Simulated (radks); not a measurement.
Pr2+, configuration [Xe] 4f3 (the NIST ground configuration). Method: scalar-relativistic Kohn-Sham, B86b exchange with PBE correlation, spin-polarised, spherical densities, point nucleus; open shells are filled with parallel spins first (spin-orbit coupling, left out, can overturn this in heavy ions); computed with a radial shooting solver on a logarithmic mesh with Libxc functionals.

Radial electron density D(r) = 4 pi r^2 rho(r):

r (bohr),D(r) (e/bohr),spin D(r)
0.004507,29.67,0.00000143
0.005247,35.76,0.00000142
0.006108,42.50,0.00000117
0.007055,49.30,5.52e-07
0.008213,56.61,-7.86e-07
0.009561,63.64,-0.00000327
0.01113,69.81,-0.00000758
0.01296,74.54,-0.0000148
0.01508,77.29,-0.0000264
0.01756,77.75,-0.0000448
0.02044,76.06,-0.0000739
0.0238,72.96,-0.000120
0.02749,69.95,-0.000188
0.032,68.36,-0.000301
0.03725,70.04,-0.000486
0.04337,75.81,-0.000788
0.05048,84.89,-0.00127
0.05877,94.66,-0.00202
0.06842,101.3,-0.00307
0.07965,101.7,-0.00427
0.09273,95.08,-0.00498
0.1071,85.32,-0.00365
0.1247,76.99,0.00344
0.1451,75.65,0.0232
0.169,81.35,0.0669
0.1967,87.88,0.151
0.229,86.67,0.295
0.2666,73.86,0.518
0.3103,54.36,0.832
0.3613,38.33,1.23
0.4172,32.75,1.66
0.4857,35.35,2.11
0.5655,38.79,2.46
0.6583,36.63,2.63
0.7664,28.83,2.61
0.8922,19.86,2.40
1.039,13.51,2.07
1.209,10.37,1.67
1.408,8.808,1.25
1.626,7.334,0.871
1.893,5.332,0.541
2.203,3.265,0.306
2.565,1.657,0.160
2.986,0.6911,0.0786
3.476,0.2356,0.0368
4.047,0.06538,0.0158
4.711,0.01494,0.00583
5.484,0.002918,0.00174
6.334,0.0005540,0.000437

D(r) has 4 maxima, at r = 0.0167, 0.0741, 0.210, 0.584 bohr, and minima at 0.0323, 0.138, 0.424 bohr, inside which lie 1.95, 11.20, 29.10 electrons.
